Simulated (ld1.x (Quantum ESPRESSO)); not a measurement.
**palladium (Pd), TM: configuration errors across variants**

| Quantity | Value |
| --- | --- |
| Element | palladium (Pd) |
| Generator | ld1.x (Quantum ESPRESSO) 7.5 |
| Type | norm-conserving Troullier–Martins (Kleinman–Bylander form) |
| Functional | PBEsol |
| Relativity | scalar-relativistic |
| Frozen core | [Ar] 3d10 |
| Valence charge | 18 |
| Reference configuration | 4s2 4p6 4d10 5s0 |
| Partial waves | 4s (bound): rc 1.60 bohr; 4p (bound): rc 1.70 bohr; 4d (bound): rc 1.40 bohr |
| Local potential | all-electron potential smoothed inside 1.70 bohr (lloc = -1) |
| Core correction | Bessel-smoothed model core, default radius (core density twice the valence density) |

All-electron excitation energies from the reference (eV): (1) 4s2 4p6 4d9 5s0 9.120; (2) 4s2 4p6 4d8 5s0 29.938; (3) 4s2 4p6 4d7 5s0 64.286; (4) 4s2 4p6 4d9.5 5s0 3.236; (5) 4s1 4p6 4d10 5s0 91.491; (6) 4s2 4p6 4d9 5s1 1.511; (7) 4s2 4p6 4d8 5s1 13.664.

Errors AE − PS in meV (a dash: test not solved or not reliable):

| change | (1) | (2) | (3) | (4) | (5) | (6) | (7) | bound ghosts |
| --- | --- | --- | --- | --- | --- | --- | --- | --- |
| base | -1.3 | -8.6 | -21 | -0.1 | -298 | -702 | -1125 | none |
| all radii but the core radius scaled by about 0.75 (s 1.20, p 1.28, d 1.06 bohr); local potential all-electron potential smoothed inside 1.28 bohr (lloc = -1) | +1.6 | +4.8 | +13 | +0.7 | -59 | +172 | +282 | none |
| all radii but the core radius scaled by about 0.91 (s 1.46, p 1.54, d 1.28 bohr); local potential all-electron potential smoothed inside 1.54 bohr (lloc = -1) | -0.6 | -6.5 | -24 | +0.1 | -223 | -92 | -147 | none |
| all radii but the core radius scaled by about 1.15 (s 1.84, p 1.96, d 1.62 bohr); local potential all-electron potential smoothed inside 1.96 bohr (lloc = -1) | -4.3 | -26 | -69 | -0.7 | -496 | +1326 | +2011 | none |
| all radii but the core radius scaled by about 1.36 (s 2.18, p 2.32, d 1.90 bohr); local potential all-electron potential smoothed inside 2.32 bohr (lloc = -1) | -12 | -71 | -188 | -2.3 | -768 | -126 | -198 | none |

(1) Give the same row for: all radii but the core radius scaled by about 1.26 (s 2.02, p 2.14, d 1.76 bohr); local potential all-electron potential smoothed inside 2.14 bohr (lloc = -1).

Answers

(1) -8.1, -48, -130, -1.4, -639, +281, +438; bound ghosts: none.
